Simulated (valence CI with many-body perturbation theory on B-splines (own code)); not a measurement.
The numbers below are computed, except where a source is named.
**Zn17+: what the settings do**

Level of theory: configuration interaction combined with many-body perturbation theory (CI+MBPT): three valence electrons over a frozen Dirac-Fock core [Ne], radial functions for each j: 6 s, 6 p, 5 d, 3 f, 1 g, with the one-electron correlation potential Σ1, the two-electron term Σ2, the three-electron term Σ3, Breit, model QED; selected CI, second order for the rest, scaled by the run's own slope (own B-spline code, finite nucleus).

No measured spectrum was set against this ion. As an estimate, levels of excited configurations hold to 0.05 to 0.15 % of their energy, terms of the ground configuration to about 0.5 %.

The reference run has the lowest level 3s²3p ²P°_1/2 and an ionisation energy of 617.620 eV. Its largest variational space holds 2933 state functions.

Names give the largest LS component (configuration and term), which can be under half, so a name can repeat, a term be missing and a line seem to break the LS rules; names also repeat where a configuration has a term twice.

Changed runs:
A. cutoff of virtual states (hartree) 1800 → 22000; selection threshold (hartree) 2e-08 → 1e-06
B. scale of Σ1 1 → 0; scale of Σ2 1 → 0; three-electron term on → off; screening of Σ1 on → off
C. averaging of valence orbitals over low configurations on → off
D. start configuration 3s2 3p1 → 3s2 3p2 (bad on purpose)

Excitation energies of the reference run in cm⁻¹, and shifts in cm⁻¹:

```csv
Level,Reference,A,B,C
3s²3p ²P°_3/2,39496,+3.9,-220,+0.4
3s3p² ⁴P_1/2,295110,+11,-519,+5.3
3s3p² ⁴P_3/2,312947,+13,-704,+5.8
3s3p² ⁴P_5/2,331372,+15,-713,+5.7
3s3p² ²D_3/2,398462,+17,+324,+8.3
3s3p² ²D_5/2,405819,+18,+136,+8.2
3s3p² ²S_1/2,473129,+14,+3391,-4.2
3s3p² ²P_1/2,513906,+17,+3746,-2.7
3s3p² ²P_3/2,524893,+17,+4760,+1.1
3s²3d ²D_3/2,609627,+33,+4560,+29
3s²3d ²D_5/2,614628,+33,+4392,+29
3p³ ²D°_3/2,752710,+30,+1557,+14
Ionisation energy (eV),617.620,+0.0041,-0.538,-0.00053
```

Run D: It gave no result: the electrons of core and valence do not add up to the charge. The program said: "core and valence hold 14 electrons, the ion has 13".
